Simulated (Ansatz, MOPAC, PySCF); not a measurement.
The same groups moved round the core (butadiene amino+boryl). All species are isolated molecules in the gas phase. One relaxed conformer stands for each flexible species; it need not be the lowest. Strings in code marks are SMILES.

Quantity: electronic energy of isomers of C4H8BN relative to `B/C=C(\N)C=C`, in eV. The restricted reference of `BC(=C)C(=C)N`, `B/C(C=C)=C\N`, `B/C=C(\N)C=C` and `B/C=C/C(=C)N` is unstable towards unrestricted orbitals. Semi-empirical values (MOPAC) are differences of heats of formation.

Level 1: frozen-core CCSD(T)/cc-pVTZ // PBE0-D4/def2-TZVP (Ansatz, a first-principles code)
Level 2: PBE-D3(BJ)/def2-TZVP // PBE0-D4/def2-TZVP (PySCF)
Level 3: BP86/6-31G* // PBE0-D4/def2-TZVP (PySCF)
Level 4: PM6 // PBE0-D4/def2-TZVP (MOPAC)

| species | level 2 | level 3 | level 4 |
|---|---|---|---|
| `BC(=C)C(=C)N` | 0.51 | 0.50 | 0.078 |
| `B/C=C/C(=C)N` | 0.276 | 0.269 | 0.133 |
| `B/C(C=C)=C\N` | 0.106 | 0.084 | -0.077 |

Problem. What does level 1 give for each, and how far do the other levels lie from it on average?

Solution. 
- `BC(=C)C(=C)N`: 0.367
- `B/C=C/C(=C)N`: 0.215
- `B/C(C=C)=C\N`: 0.135
Mean absolute difference from level 1, which has limits of its own, over these rows (drawn at random from the members that have all these levels): level 2 0.079 eV, level 3 0.081 eV, level 4 0.195 eV.
